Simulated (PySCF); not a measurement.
## Electron correlation in Cl (chlorine, neutral)

[Ne] 3s2 3p5, 2P determinant. All numbers are calculated (PySCF 2.14, no relativity, point nucleus, in aug-cc-pV(D+d)Z). Frozen: [Ne]; 7 electrons correlated.

MP2 pair energies summed by pair of shells (mhartree):

```csv
pair,energy,share (%)
3p-3p,-82.60,67.3
3s-3p,-32.89,26.8
3s-3s,-7.25,5.9
```

Total MP2 correlation energy: -122.75 mhartree.

Same-spin part -31.04 and opposite-spin part -91.71 mhartree; SCS-MP2 scales them by 1/3 and 6/5 to -120.39 mhartree.

```json
{"level": "CCSD", "correlation energy (mhartree)": "-142.36"}
{"level": "(T)", "correlation energy (mhartree)": "-2.66"}
{"level": "CCSD(T)", "correlation energy (mhartree)": "-145.02"}
```

Diagnostics: T1 = 0.0070, D1 = 0.0228, largest double amplitude 0.045.

Cost of the coupled-cluster step: 0.58 s of wall time on 1 thread of Neoverse-N1 (shared host), for 7 correlated electrons.
